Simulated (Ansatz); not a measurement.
C$_{9}$H$_{10}$O (`c1ccc2c(c1)CCCO2`). Charge 0, multiplicity 1. All single points use the PBE0-D4/def2-TZVP geometry.

```xyz
20

C    -1.801    1.693    1.127
C    -1.847    2.085   -0.205
C    -1.064    1.441   -1.144
C    -0.228    0.398   -0.760
C    -0.159   -0.004    0.575
C    -0.959    0.661    1.500
C     0.773   -1.107    0.992
C     1.831   -1.338   -0.073
C     1.161   -1.391   -1.427
O     0.515   -0.170   -1.744
H    -2.412    2.194    1.868
H    -2.497    2.895   -0.515
H    -1.082    1.728   -2.189
H    -0.905    0.359    2.541
H     0.205   -2.031    1.151
H     1.232   -0.858    1.952
H     2.561   -0.523   -0.070
H     2.376   -2.269    0.105
H     1.878   -1.557   -2.232
H     0.422   -2.204   -1.452
```

(1) What is the dipole moment at PBE/def2-TZVPP? (Best estimate.)

(2) And with r2SCAN, B3LYP, ωB97M-V? (An estimate is asked.)

(3) Give the Mulliken charges with PBE, ωB97M-V, r2SCAN in def2-TZVPP. (Best estimate.)

Answers

(1) The calculation gave: 1.80 D, with components (0.95, -1.40, 0.61) D in this frame, pointing from negative to positive charge.

(2) Ansatz gave: r2SCAN 1.83 D, B3LYP 1.79 D, ωB97M-V 1.77 D.

(3) Computed: 
| atom | PBE | ωB97M-V | r2SCAN |
| --- | --- | --- | --- |
| C1 | -0.12 | -0.13 | -0.12 |
| C2 | -0.10 | -0.11 | -0.09 |
| C3 | -0.18 | -0.17 | -0.17 |
| C4 | 0.17 | 0.19 | 0.21 |
| C5 | -0.02 | -0.02 | 0.00 |
| C6 | -0.18 | -0.14 | -0.17 |
| C7 | -0.08 | -0.19 | -0.01 |
| C8 | -0.12 | -0.20 | -0.05 |
| C9 | 0.02 | -0.05 | 0.12 |
| O10 | -0.20 | -0.27 | -0.28 |
| H11 | 0.11 | 0.11 | 0.09 |
| H12 | 0.11 | 0.11 | 0.09 |
| H13 | 0.09 | 0.11 | 0.09 |
| H14 | 0.09 | 0.11 | 0.08 |
| H15 | 0.07 | 0.12 | 0.04 |
| H16 | 0.07 | 0.10 | 0.03 |
| H17 | 0.07 | 0.11 | 0.04 |
| H18 | 0.06 | 0.09 | 0.02 |
| H19 | 0.08 | 0.11 | 0.04 |
| H20 | 0.06 | 0.10 | 0.03 |

B3LYP here is the variant with VWN-RPA as its local correlation; programs differ in this.
